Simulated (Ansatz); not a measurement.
System: C$_{4}$H$_{2}$ISe, charge 0, multiplicity 2. It need not be the lowest isomer of its formula. 
Coordinates optimised at B3LYP-D3(BJ)/def2-TZVP (Ansatz, a program for electronic structure):
SMILES: c1(I)c[se]c[c]1
```xyz
8

I      1.8499    -0.9249     0.4583
C     -0.0436    -0.1381     0.0306
C     -1.2180    -0.9152     0.0926
C     -2.4005    -0.3732    -0.1876
Se    -2.1025     1.4565    -0.6258
C     -0.2738     1.1507    -0.3302
H     -3.3928    -0.7899    -0.1973
H      0.4454     1.9440    -0.4503
```
Charge 0, spin multiplicity 2.

Quantity: atomisation energy (electronic, to ground-state atoms), in kJ/mol. Valence correlation only, unless marked. UHF or UKS for open shells. Spin-orbit coupling is left out. Frozen are the shells of the preceding noble gas and the d and f shells that filled before the atom's block. In def2 rows, elements after Kr have scalar-relativistic effective core potentials. The coupled-cluster limit lacks core correlation, which all-electron functionals hold. CBS marks a two-point X^-3 extrapolation of the correlation energy; Hartree-Fock from the larger set.

```
level                       program  atomisation energy (kJ/mol)
-------------------  --------------  ---------------------------
B3LYP-D4/def2-TZVPD  Ansatz + dftd4                       3243.0
```

Q: Predict the CCSD(T)/CBS(def2-TZVPP,def2-QZVPP) result (Ansatz).

A: 3222.9 kJ/mol, so B3LYP-D4/def2-TZVPD differs from it by 20.1 kJ/mol.
